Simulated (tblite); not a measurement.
Species: C4H7F3P2S.
Numbering: `[F:1][C:2]([F:3])=[C:4]([F:5])[P@@H:6](=[S:7])[CH2:8][CH2:9][PH2:10]` (hydrogens: H11 on P6; H12, H13 on C8; H14, H15 on C9; H16, H17 on P10)

The geometry is computed with GFN2-xTB (gas phase).

Task: What internal coordinates does the optimisation give?

Result: 
| bond | length (Å) |
| --- | --- |
| F1–C2 | 1.326 |
| C2–F3 | 1.318 |
| C2=C4 | 1.328 |
| C4–F5 | 1.342 |
| C4–P6 | 1.844 |
| P6=S7 | 1.923 |
| P6–C8 | 1.844 |
| C8–C9 | 1.524 |
| C9–P10 | 1.859 |
| P6–H11 | 1.396 |
| C8–H12 | 1.095 |
| C8–H13 | 1.094 |
| C9–H14 | 1.092 |
| C9–H15 | 1.095 |
| P10–H16, P10–H17 | 1.394 |

Bonds in one row agree within 0.01 Å and their mean is given. A selection of angles:
| angle | degrees |
| --- | --- |
| F1–C2–F3 | 111.2 |
| F1–C2–C4 | 120.7 |
| F3–C2–C4 | 128.0 |
| C2–C4–F5 | 120.7 |
| C2–C4–P6 | 123.7 |
| F5–C4–P6 | 115.1 |
| C4–P6–S7 | 112.8 |
| C4–P6–C8 | 103.5 |
| C4–P6–H11 | 94.4 |
| S7–P6–C8 | 117.9 |
| S7–P6–H11 | 119.3 |
| C8–P6–H11 | 105.6 |
| P6–C8–C9 | 107.1 |
| P6–C8–H12 | 108.5 |
| P6–C8–H13 | 108.8 |
| C9–C8–H12 | 111.4 |
| C9–C8–H13 | 111.7 |
| H12–C8–H13 | 109.1 |
| C8–C9–P10 | 108.0 |
| C8–C9–H14 | 111.7 |
| C8–C9–H15 | 109.1 |
| P10–C9–H14 | 112.1 |
| P10–C9–H15 | 107.0 |
| H14–C9–H15 | 108.8 |
| C9–P10–H16 | 96.0 |
| H16–P10–H17 | 92.8 |

Dihedral angles: F1–C2–C4–F5 180° (antiperiplanar); C2–C4–P6–S7 -64° (synclinal); C4–P6–C8–C9 -177° (antiperiplanar); P6–C8–C9–P10 -49° (synclinal).

P10 (phosphine phosphorus) is pyramidal (angles 96.2°, 96.0° and 92.8°, sum 285.0°, 0.79 Å off the plane of its three neighbours). The C–F distances run from 1.318 Å (C2–F3, drawn single) to 1.342 Å (C4–F5, drawn single), a spread of 0.024 Å. P6 (phosphorus bonded to 2 C, S and H) has angles from 94.4° to 119.3°. The C–C distances run from 1.328 Å (C2=C4, drawn double) to 1.524 Å (C8–C9, drawn single), a spread of 0.196 Å. Of the pairs four or more bonds apart, P10···H11 is among the closest relative to their van der Waals radii: 2.81 Å, 94 % of the sum of Bondi's values.

Point group: C1 (no symmetry element, even within 0.4 Å). Its GFN2-xTB frequencies are all real (lowest 36 cm⁻¹). One conformer, not necessarily the lowest (C2–C4–P6–S7 -64°, C4–P6–C8–C9 -177°, P6–C8–C9–P10 -49°, C8–C9–P10–H -80° and -174°). 3 starts were optimised and ended at 0.00, 0.60 and 2.24 kcal/mol (GFN2-xTB); the lowest of these is shown.
